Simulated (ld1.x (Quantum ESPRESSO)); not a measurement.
**PBE PAW dataset for palladium (Pd), scalar-relativistic all-electron reference.**

```json
{"Element": "Pd", "Generator": "ld1.x (Quantum ESPRESSO) 7.5", "Type": "PAW", "Functional": "PBE", "Relativity": "scalar-relativistic", "Frozen core": "[Ar] 3d10 4s2", "Valence charge": "16", "Reference configuration": "4p6 4d10 5s0 5p0", "Partial waves": "5s (bound, empty): rcut 2.35, rcutus 2.65 bohr; 5s channel at 0.65 Ry: rcut 2.35, rcutus 2.65 bohr; 4p (bound): rcut 1.40, rcutus 1.50 bohr; 5p (bound, empty): rcut 1.40, rcutus 1.50 bohr; 4d (bound): rcut 1.35, rcutus 1.50 bohr; 4d channel at 0.2 Ry: rcut 1.35, rcutus 1.50 bohr", "Local potential": "all-electron potential smoothed inside 1.95 bohr (lloc = -2)", "Core correction": "Bessel-smoothed model core inside 0.85 bohr", "Augmentation charge": "PSQ, inside the norm-conserving radii"}
```

Poles of the logarithmic derivatives, all-electron (AE) and pseudo (PS). s: poles at 1.3 (AE) and 1.3, 4.0 (PS) Ry. p: poles at -3.7, 2.4 (AE) and -3.7, 2.4 (PS) Ry. d: poles at -0.1, 4.4 (AE) and -0.1, 4.4 (PS) Ry. Test radius 2.90 bohr.

* Cutoffs needed: 55 Ry and 100 Ry (the cutoffs (Ry, on a coarse ladder) from which the occupation-weighted sum of valence levels, in a spherical-Bessel basis at the reference potential, stays within 10 and 1 mRy of its value at 400 Ry)
* Ghost test: no extra level below or beside the all-electron valence levels (s, p, d, f tested) (spherical-Bessel basis up to 400 Ry, 20 bohr box)
* Largest excitation error: -57 meV (all-electron minus pseudo) for 4p6 4d7 5s0 5p0, out of 7 test configurations
* Lowest eigenvalue of the overlap operator: 0.20 (p channel)
* Density cutoff estimated by the generator: 228 Ry
